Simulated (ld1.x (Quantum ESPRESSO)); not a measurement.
Varying the TM potential for Hg (Z = 80)

Base potential:

mercury (Hg), norm-conserving Troullier–Martins (Kleinman–Bylander form), made with ld1.x (Quantum ESPRESSO) 7.5 (PBE, scalar-relativistic). Core [Kr] 4d10 4f14 5s2, reference 5p6 5d10 6s2 6p0. Waves: 6s (bound): rc 1.85 bohr; 5d (bound): rc 1.75 bohr; 5p (bound): rc 1.50 bohr. Local part: the p channel. Core correction: a·sin(br)/r model core inside 1.25 bohr.

Cutoffs, loose and tight: the cutoffs (Ry, on a coarse ladder) from which the occupation-weighted sum of valence levels, in a spherical-Bessel basis at the reference potential, stays within 10 and 1 mRy of its value at 400 Ry. They do not see the model core or the augmentation charge, which bear on the density cutoff. Test errors are all-electron minus pseudo excitation energies from the reference, over the configurations 5p6 5d10 6s1 6p0; 5p6 5d10 6s0 6p0; 5p6 5d9 6s0 6p0; 5p6 5d8 6s0 6p0; 5p6 5d10 6s1.5 6p0; 5p6 5d10 6s0 6p1; 5p5 5d10 6s2 6p0. A dash means not determined; rows that change the core or the reference have their own tests. The largest error is taken over the tests solved by every variant that gives reliable tests at all: 5p6 5d10 6s0 6p0; 5p6 5d10 6s0 6p1; 5p6 5d10 6s1 6p0; 5p6 5d10 6s1.5 6p0; 5p6 5d8 6s0 6p0; 5p6 5d9 6s0 6p0.

A true bound ghost makes a file unfit for plane-wave use even where its test errors are small: the radial tests pick states by their node count and pass the ghost by. Where a test does run into it, the solver fails or the error is huge.

| change | outcome | cutoff, loose | cutoff, tight | bound ghosts | largest test error (meV) |
| --- | --- | --- | --- | --- | --- |
| base | generated | 70 Ry | 110 Ry | s | +221 |
| all radii but the core radius scaled by about 0.78 (s 1.44, p 1.18, d 1.38 bohr) | generated | 140 Ry | 230 Ry | s | +63 |
| all radii but the core radius scaled by about 1.13 (s 2.10, p 1.70, d 1.98 bohr) | generated | 50 Ry | 70 Ry | s | +467 |
| all radii but the core radius scaled by about 1.28 (s 2.36, p 1.92, d 2.24 bohr) | generated | 45 Ry | 70 Ry | s | +621 |

Task: What comes out with this change to the base: all radii but the core radius scaled by about 0.88 (s 1.64, p 1.32, d 1.54 bohr)?

Result: outcome: generated; cutoff, loose: 110 Ry; cutoff, tight: 140 Ry; bound ghosts: s; largest test error (meV): +102.

Task: What comes out with this change to the base: all radii but the core radius scaled by about 1.34 (s 2.48, p 2.02, d 2.34 bohr)?

Result: outcome: generated; cutoff, loose: 40 Ry; cutoff, tight: 70 Ry; bound ghosts: s; largest test error (meV): +657.

Reading the sweep of the scale of all radii but the core radius (base = 1) (base included, trends over the rows without a ghost): Bound ghosts are found at 0.78, 0.88, 1, 1.13, 1.28, 1.34. Every judged row has one, so this setting neither creates nor removes them.
